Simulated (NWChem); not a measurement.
# GeH$_{2}$Cl$_{2}$; SMILES [Cl][GeH2][Cl]

Q: Give the equilibrium geometry at PBE-D3(BJ)/def2-SVP (NWChem) as an XYZ file, with the point group.

A: point group C2v; any orientation.
```
5

Ge     0.0000     0.0000    -0.6179
Cl    -1.7616     0.0000     0.6467
Cl     1.7616     0.0000     0.6467
H      0.0000     1.3069    -1.4406
H      0.0000    -1.3069    -1.4406
```
